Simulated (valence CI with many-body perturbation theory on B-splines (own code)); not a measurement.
E1 line list for Sb XLVII

Level of theory: configuration interaction combined with many-body perturbation theory (CI+MBPT): three valence electrons over a frozen Dirac-Fock core [He], radial functions for each j: 11 s, 11 p, 9 d, 7 f, 5 g, 2 h, 1 i, with the one-electron correlation potential Σ1, the two-electron term Σ2, the three-electron term Σ3, Breit, model QED; selected CI, second order for the rest (own B-spline code, finite nucleus).

No measured spectrum was set against this ion. As an estimate, large intervals hold to a few tenths of a per cent, small ones and those within an open d or f shell to about a per cent.

Lines 201 to 250 of 276 in falling wavelength, among levels below 5327.0 eV, chosen from the strongest by gf and those to the six lowest levels. Wavelengths and rates use the calculated energies. Electric multipoles are in the length gauge, E1 and E2 with the static RPA response of the core. Weak lines are less certain than strong ones. Lines between different terms over intervals too small for the method are left out, as are lines whose strength nearly cancels. The highest levels of a list are the least certain.

Levels are named by their leading jj configuration (3d3/2^4 stands for four electrons in 3d with j = 3/2), which in mixed levels can hold well under half, so a name can repeat and another be missing. Letters in brackets count levels of one name in rising energy.

```csv
λ vac (Å),Upper,Lower,A (s⁻¹),S (a.u.)
2.625,(2s 2p3/2 3p1/2) J=5/2,(2s^2 2p3/2) J=3/2,7.94e+13,4.25e-03
2.625,(2s 2p1/2 3p1/2) J=3/2,(2s^2 2p1/2) J=1/2,2.13e+14,7.61e-03
2.625,(2s 2p3/2 3d3/2) J=5/2 [b],(2s 2p1/2 2p3/2) J=3/2 [b],1.86e+14,9.97e-03
2.625,(2s 2p3/2 3d3/2) J=3/2 [b],(2s 2p1/2 2p3/2) J=3/2 [b],1.18e+14,4.21e-03
2.623,(2s 2p3/2 3d3/2) J=1/2 [b],(2s 2p1/2 2p3/2) J=1/2,2.31e+14,4.11e-03
2.622,(2s 2p3/2 3d3/2) J=1/2 [b],(2s 2p1/2 2p3/2) J=3/2 [b],3.41e+13,6.07e-04
2.621,(2s 2p3/2 3d5/2) J=5/2 [a],(2s 2p1/2 2p3/2) J=5/2,2.62e+12,1.40e-04
2.620,(2p1/2 2p3/2 3p1/2) J=3/2 [b],(2s 2p1/2 2p3/2) J=3/2 [b],1.62e+13,5.74e-04
2.620,(2s 2p3/2 3d3/2) J=5/2 [a],(2s 2p1/2 2p3/2) J=3/2 [a],1.51e+14,8.05e-03
2.619,(2s 2p3/2 3d3/2) J=3/2 [a],(2s 2p1/2 2p3/2) J=3/2 [a],2.86e+14,1.01e-02
2.618,(2s 2p3/2 3d3/2) J=1/2 [a],(2s 2p1/2 2p3/2) J=3/2 [a],3.86e+14,6.84e-03
2.617,(2s^2 3d3/2) J=3/2,(2s^2 2p1/2) J=1/2,1.70e+14,6.00e-03
2.617,(2s 2p1/2 3d5/2) J=3/2,(2s 2p1/2^2) J=1/2,4.15e+12,1.47e-04
2.615,(2s 2p3/2 3d5/2) J=7/2 [a],(2s 2p1/2 2p3/2) J=5/2,2.42e+13,1.71e-03
2.614,(2p1/2 2p3/2 3p1/2) J=3/2 [a],(2s 2p1/2 2p3/2) J=5/2,5.79e+12,2.04e-04
2.612,(2s 2p3/2 3d5/2) J=5/2 [b],(2s 2p1/2 2p3/2) J=3/2 [b],6.36e+12,3.35e-04
2.610,(2s 2p3/2 3d5/2) J=3/2 [b],(2s 2p1/2 2p3/2) J=3/2 [b],8.69e+11,3.05e-05
2.610,(2p1/2^2 3p1/2) J=1/2,(2s 2p1/2^2) J=1/2,1.54e+13,2.70e-04
2.610,(2p1/2 2p3/2 3p1/2) J=5/2,(2s 2p1/2 2p3/2) J=5/2,2.92e+13,1.54e-03
2.610,(2s 2p1/2 3p1/2) J=1/2 [b],(2s^2 2p1/2) J=1/2,4.55e+13,7.98e-04
2.600,(2p1/2 2p3/2 3p1/2) J=1/2,(2s 2p1/2 2p3/2) J=3/2 [a],2.00e+13,3.48e-04
2.599,(2p1/2^2 3d5/2) J=5/2,(2s^2 2p3/2) J=3/2,3.75e+11,1.95e-05
2.599,(2s 2p3/2 3d3/2) J=5/2 [b],(2s 2p1/2 2p3/2) J=5/2,5.58e+12,2.90e-04
2.598,(2p1/2 2p3/2 3p1/2) J=3/2 [a],(2s 2p1/2 2p3/2) J=3/2 [a],1.67e+13,5.79e-04
2.597,(2p1/2 2p3/2 3p3/2) J=5/2 [a],(2s 2p1/2 2p3/2) J=3/2 [b],4.10e+12,2.13e-04
2.596,(2p1/2 2p3/2 3p3/2) J=1/2 [a],(2s 2p1/2 2p3/2) J=1/2,6.32e+13,1.09e-03
2.595,(2p1/2 2p3/2 3p3/2) J=1/2 [a],(2s 2p1/2 2p3/2) J=3/2 [b],1.31e+13,2.25e-04
2.595,(2p1/2 2p3/2 3p1/2) J=3/2 [b],(2s 2p1/2 2p3/2) J=5/2,7.18e+13,2.48e-03
2.594,(2s 2p3/2 3p1/2) J=1/2,(2s^2 2p3/2) J=3/2,6.47e+13,1.11e-03
2.594,(2p1/2 2p3/2 3p1/2) J=5/2,(2s 2p1/2 2p3/2) J=3/2 [a],2.71e+12,1.40e-04
2.593,(2s 2p3/2 3p1/2) J=3/2 [b],(2s^2 2p3/2) J=3/2,7.16e+13,2.47e-03
2.593,(2p1/2 2p3/2 3p3/2) J=3/2 [a],(2s 2p1/2 2p3/2) J=1/2,3.80e+13,1.31e-03
2.592,(2s 2p3/2 3d5/2) J=7/2 [b],(2s 2p1/2 2p3/2) J=5/2,5.64e+12,3.88e-04
2.592,(2p1/2 2p3/2 3p3/2) J=3/2 [a],(2s 2p1/2 2p3/2) J=3/2 [b],3.97e+13,1.37e-03
2.586,(2s 2p3/2 3p3/2) J=3/2 [a],(2s^2 2p3/2) J=3/2,6.11e+13,2.09e-03
2.585,(2p1/2 2p3/2 3p3/2) J=3/2 [b],(2s 2p1/2 2p3/2) J=1/2,2.64e+13,9.00e-04
2.584,(2s 2p1/2 3p3/2) J=3/2 [a],(2s^2 2p1/2) J=1/2,4.27e+13,1.45e-03
2.584,(2p1/2 2p3/2 3p3/2) J=3/2 [b],(2s 2p1/2 2p3/2) J=3/2 [b],3.31e+13,1.13e-03
2.583,(2s 2p3/2 3d3/2) J=5/2 [b],(2s 2p1/2 2p3/2) J=3/2 [a],6.60e+11,3.37e-05
2.583,(2s 2p3/2 3d3/2) J=3/2 [b],(2s 2p1/2 2p3/2) J=3/2 [a],1.10e+12,3.73e-05
2.580,(2s 2p3/2 3p3/2) J=5/2 [a],(2s^2 2p3/2) J=3/2,8.75e+13,4.45e-03
2.579,(2p1/2 2p3/2 3p3/2) J=5/2 [b],(2s 2p1/2 2p3/2) J=3/2 [b],4.84e+13,2.46e-03
2.579,(2s 2p3/2 3p3/2) J=1/2 [a],(2s^2 2p3/2) J=3/2,1.30e+14,2.20e-03
2.579,(2p1/2 2p3/2 3p1/2) J=3/2 [b],(2s 2p1/2 2p3/2) J=3/2 [a],7.11e+12,2.41e-04
2.577,(2s 2p1/2 3p3/2) J=1/2,(2s^2 2p1/2) J=1/2,1.21e+14,2.04e-03
2.572,(2p1/2 2p3/2 3p3/2) J=1/2 [b],(2s 2p1/2 2p3/2) J=3/2 [b],7.42e+13,1.25e-03
2.572,(2s 2p1/2 3p3/2) J=3/2 [b],(2s^2 2p1/2) J=1/2,9.76e+13,3.28e-03
2.572,(2p1/2 2p3/2 3p3/2) J=5/2 [a],(2s 2p1/2 2p3/2) J=5/2,3.72e+12,1.88e-04
2.569,(2s 2p3/2 3d5/2) J=3/2 [b],(2s 2p1/2 2p3/2) J=3/2 [a],5.63e+11,1.88e-05
2.567,(2p1/2 2p3/2 3p3/2) J=3/2 [a],(2s 2p1/2 2p3/2) J=5/2,9.47e+12,3.16e-04
```
